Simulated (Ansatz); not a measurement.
`FC[SiH](F)[SiH3]` + H₂ → `FC[SiH2][SiH3]` + H–F  (hydrogenolysis of the Si–F bond)

Gas-phase electronic energies from Ansatz, PBE0-D4/def2-TZVP geometries. CCSD(T)/CBS adds triple-zeta CCSD(T) − MP2 to the extrapolated MP2 energy (def2 sets, frozen cores). This one scheme is used for every species. DFT in def2-TZVPP. B3LYP here is the variant with VWN-RPA as its local correlation; programs differ in this. One conformer a species, not always the lowest.

```json
{"level": "ωB97M-V", "ΔE (kcal/mol)": "25.4"}
{"level": "B3LYP", "ΔE (kcal/mol)": "25.3"}
{"level": "SCS-MP2/def2-QZVPP", "ΔE (kcal/mol)": "25.7"}
{"level": "HF/CBS(def2)", "ΔE (kcal/mol)": "25.8"}
```

(1) What does CCSD(T)/CBS give? (Best estimate.)

Largest T1 diagnostic among the species: 0.012.

Answers

(1) The calculation gave: +24.5 kcal/mol. The listed levels differ from it by 0.9, 0.8, 1.2, 1.3 kcal/mol.

CCSD(T)/CBS has its own doubt, a few kJ/mol and more with outer-core shells, so smaller differences from it don't rank the levels.
